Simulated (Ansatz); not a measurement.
Basis-set extrapolation for C₁₂H₁₀F₂Si, SMILES `F[Si](F)(c1ccccc1)c1ccccc1` (PBE0-D4/def2-TZVP geometry, frozen core, the Gaussian-basis code of Ansatz). Multiplicity 1, RHF reference.

```tsv
	def2-TZVPP	def2-QZVPP
HF	-948.491433	-948.528733
MP2 correlation	-2.482699	-2.659362
CCSD(T) correlation	-2.645932	not run
```

Energies in hartree. Use E(X) = E(∞) + A·exp(−7.88·√X) for Hartree–Fock and E(X) = E(∞) + B·X^(−2.97) for correlation, with X = 3 and 4, and add CCSD(T) minus MP2 of the smaller set to the MP2 limit.

**Question.** What is the CCSD(T) energy at the basis-set limit?

**Answer.** HF limit: -948.528733 + (-0.037300) × 0.13774 = -948.53387. MP2 limit: -2.659362 + (-0.176663) × 0.74074 = -2.79022. Higher-order term: -2.645932 − (-2.482699) = -0.16323. Total: -951.48732 hartree, 219.6 kcal/mol below CCSD(T)/def2-TZVPP.
